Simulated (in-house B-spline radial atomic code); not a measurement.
Ionisation energies along the 58-electron series, configuration 1s2 2s2 2p6 3s2 3p6 3d10 4s2 4p6 4d10 4f5/2(6) 4f7/2(6), as differences of self-consistent energies. Dirac energy differences include first-order Breit, QED and recoil terms. NIST's values go from ground level to ground level; the uncertainty of those that are theory runs from under 0.1 % in few-electron ions to several per cent in heavy many-electron ones. Computed with an all-electron radial atomic-structure program (B-spline basis): Dirac-Hartree-Fock, jj configuration that fills j = l - 1/2 first, finite nuclei.

A number in brackets counts the electrons of a j subshell.

```csv
ion,configuration after,ionisation energy (eV),IE/(q+1)² (eV),-ε less Coulomb ΔSCF (eV),Breit and QED recoil part (eV),tabulated value (eV),computed minus tabulated (eV)
Re17+,[Kr] 4d10 4f5/2(6) 4f7/2(5),423.5,1.3069,3.7334,0.1193,429,-5.5
Os18+,[Kr] 4d10 4f5/2(6) 4f7/2(5),467.7,1.2955,3.7368,0.11984,470,-2.3
Ir19+,[Kr] 4d10 4f5/2(6) 4f7/2(5),513.7,1.2844,3.7411,0.11907,510,3.7
Pt20+,[Kr] 4d10 4f5/2(6) 4f7/2(5),561.6,1.2735,3.7459,0.11697,550,11.6
Au21+,[Kr] 4d10 4f5/2(6) 4f7/2(5),?,?,?,?,?,?
Hg22+,[Kr] 4d10 4f5/2(6) 4f7/2(5),?,?,?,?,?,?
Tl23+,[Kr] 4d10 4f5/2(6) 4f7/2(5),716.1,1.2432,3.7621,0.10238,700,16.1
```

Task: Fill in the row of Au21+.

Result: ionisation energy (eV): 611.3; IE/(q+1)² (eV): 1.2631; -ε less Coulomb ΔSCF (eV): 3.7511; Breit and QED recoil part (eV): 0.11351; tabulated value (eV): 600; computed minus tabulated (eV): 11.3.

Task: Fill in the row of Hg22+.

Result: ionisation energy (eV): 662.8; IE/(q+1)² (eV): 1.253; -ε less Coulomb ΔSCF (eV): 3.7566; Breit and QED recoil part (eV): 0.10866; tabulated value (eV): 650; computed minus tabulated (eV): 12.8.
